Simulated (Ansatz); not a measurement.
`[SiH3]B1CN1` + `C=NC=O` → `O=C/N=C\[SiH3]` + `B1CN1` at 400 K and 1 bar (formal exchange of groups at the Si–B bond).

Isolated molecules relaxed with PBE0-D4/def2-TZVP in Ansatz; ΔE leaves out vibrations. CCSD(T)/CBS is the MP2 limit (def2-TZVPP, def2-QZVPP) plus CCSD(T) − MP2 in def2-TZVPP, frozen cores. This one scheme is used for every species. One conformer a species, not always the lowest.

| species | CCSD(T)/CBS energy (Eh) | H − E (kJ/mol) | S (J/(mol·K)) |
| --- | --- | --- | --- |
| `[SiH3]B1CN1` | -410.19867 | 214.3 | 351.0 |
| `C=NC=O` | -207.73730 | 151.6 | 299.6 |
| `O=C/N=C\[SiH3]` | -498.01310 | 201.5 | 368.8 |
| `B1CN1` | -119.91915 | 159.9 | 273.3 |

H − E and S are ideal-gas, rigid-rotor, harmonic terms from PBE0-D4/def2-TZVP, for one conformer and one mirror image of each species. 1 Eh = 2625.50 kJ/mol, R = 8.31446 J/(mol·K).

**Question.** By hand: ΔE, ΔH, ΔS and ΔG.

**Answer.** ΔE = (-498.01310) + (-119.91915) − (-410.19867) − (-207.73730) = 0.00372 Eh = 9.8 kJ/mol. Δ(H − E) = 201.5 + 159.9 − 214.3 − 151.6 = -4.5, so ΔH = 5.3 kJ/mol. ΔS = 368.8 + 273.3 − 351.0 − 299.6 = -8.5 J/(mol·K). ΔG = 5.3 − 400 × (-8.5)/1000 = 8.7 kJ/mol.

**Question.** By hand: the equilibrium constant, and the temperature at which ΔG would vanish if ΔH and ΔS stayed fixed.

**Answer.** log₁₀ K = −ΔG/(RT ln 10) = -1.1. ΔH and −TΔS have one sign here, so there is no such temperature. One of them is within its doubt of zero, so this could turn.

TΔS isn't small against ΔH here. A doubt of 5 kJ/mol in ΔE shifts log₁₀ K by 0.7 here. Other conformers and mirror images would add mixing entropy, several J/(mol·K) or more a flexible species. Modes under 60 cm⁻¹, often nearly free rotors, make the harmonic entropy too high. These are equilibria of isolated gas molecules and say nothing of rates. Largest T1 diagnostic: 0.017 (customary marks: 0.02 for closed shells, 0.045 for open ones).
